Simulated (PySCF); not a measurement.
ClCu (SMILES [Cl][Cu]), singlet, at a GFN2-xTB geometry (such geometries of metal compounds can be far from the true shape).

Here is a job for PySCF.
```python
from pyscf import gto, scf, tdscf

mol = gto.M(
    atom='''
Cu   -0.00000000   -0.00000000   -0.75781345
Cl    0.00000000    0.00000000    1.29274059
''',
    basis='def2-svpd',
    verbose=3,
)

mf = scf.RHF(mol)
mf.kernel()
td = mf.TDA()
td.nstates = 5
td.kernel()
td.analyze()
```

Problem. Estimate the HOMO-LUMO gap that HF/def2-SVPD, TDA (PySCF) returns for this input.

Solution. 10.17 eV

Problem. What is the computed number of basis functions (HF/def2-SVPD, TDA)?

Solution. 61
